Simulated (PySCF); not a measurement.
Spectra and structures to be paired. Theory: TDDFT B3LYP/def2-SVPD, vertical, gas phase, core orbitals frozen in the response (PySCF). Geometries: PBE0-D3(BJ)/def2-SVP; one conformer of each isolated species. Triplets are in the Tamm–Dancoff approximation.

A. `CB(C)F`
B. `O(C1CCCC1)C`
C. `OC1CCCCC1`

Lowest singlet levels (six at most, fewer where fewer were computed) with oscillator strengths:

1. 184 nm (f 0.000); 161 nm (f 0.055); 139 nm (f 0.003); 137 nm (f 0.002); 137 nm (f 0.016); 133 nm (f 0.011); T1 6.23 eV
2. 185 nm (f 0.012); 174 nm (f 0.001); 167 nm (f 0.011); 161 nm (f 0.014); 156 nm (f 0.026); 152 nm (f 0.014); T1 6.50 eV
3. 188 nm (f 0.013); 176 nm (f 0.006); 174 nm (f 0.006); 165 nm (f 0.004); 155 nm (f 0.018); 154 nm (f 0.006); T1 6.48 eV

**Question.** Match each spectrum to its molecule.

**Answer.** 1 = A, 2 = C, 3 = B.
- A: S1 at 6.72 eV, HOMO→LUMO (99%); Löwdin shares by element: HOMO carbon 45%, boron 23%, fluorine 18%; LUMO boron 43%, carbon 27%, fluorine 15% (atoms not listed hold the other 16%); HOMO -8.54 and LUMO -0.24 eV.
- B: S1 at 6.59 eV, HOMO→LUMO (94%); Löwdin shares by element: HOMO oxygen 55%, carbon 26% or more (atoms not listed hold the other 19%); LUMO carbon 28% or more, hydrogen 9% or more (atoms not listed hold the other 64%); HOMO -7.01 and LUMO 0.45 eV.
- C: S1 at 6.71 eV, HOMO→LUMO (74%), HOMO→LUMO+1 (22%); Löwdin shares by element: HOMO oxygen 50%, carbon 32% or more (atoms not listed hold the other 19%); LUMO hydrogen 31% or more, oxygen 15% (atoms not listed hold the other 54%); HOMO -7.39 and LUMO 0.40 eV; point group Cs.
A and B have S1 within 0.13 eV of each other; their strongest listed levels stand at 7.71 eV (f 0.055) and 7.97 eV (f 0.018).
A and C have S1 within 0.01 eV of each other; their strongest listed levels stand at 7.71 eV (f 0.055) and 7.96 eV (f 0.026).
B and C have S1 within 0.12 eV of each other; their strongest listed levels stand at 7.97 eV (f 0.018) and 7.96 eV (f 0.026).
